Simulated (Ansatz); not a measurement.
Consider the cleavage of the Si–Ga bond: `O[SiH2][GaH][OH]` + `N[Si](O)(F)F` → `O[SiH2]N[Si](O)(F)F` + `[OH][GaH2]`.

Program: Ansatz. Geometries: PBE0-D4/def2-TZVP. ΔE: electronic, gas phase. CCSD(T)/CBS adds triple-zeta CCSD(T) − MP2 to the extrapolated MP2 energy (def2 sets, frozen cores). DFT in def2-TZVPP. B3LYP here is the variant with VWN-RPA as its local correlation; programs differ in this. For Ga outer-core shells are correlated without core-valence functions, which leaves a few kJ/mol of doubt a bond. Scalar relativity is left out up to krypton. Each species was taken in one conformer, which may not be the lowest.

```tsv
level	ΔE (kJ/mol)	difference from CCSD(T)/CBS
B3LYP-D4	-60.0	1.0
ωB97X-V	-62.7	-1.7
B2PLYP	-61.5	-0.5
PBE0	-48.6	12.4
SCS-MP2/def2-TZVPP	-70.8	-9.8
CCSD/def2-TZVPP	-66.2	-5.2
CCSD(T)/def2-TZVPP	-64.8	-3.8
MP2/def2-QZVPP	-68.4	-7.4
SCS-MP2/def2-QZVPP	-70.2	-9.2
HF/CBS(def2)	-81.3	-20.3
CCSD(T)/CBS	-61.0	0
```

Largest T1 diagnostic among the species: 0.015.

The D4 term adds −5.8 kJ/mol with B3LYP and −3.4 kJ/mol with PBE0; it sums over pairs of atoms, weighted by their polarisabilities, and B3LYP, whose exchange is more repulsive, gets the larger term. From PBE to PBE0 (25 % exact exchange), in def2-TZVPP and without D4, ΔE moves by −8.7 kJ/mol. In def2-TZVPP, CCSD(T) changes the Hartree–Fock value by +13.7 kJ/mol (the triples alone add +1.4 kJ/mol) and MP2 by +8.7 kJ/mol.
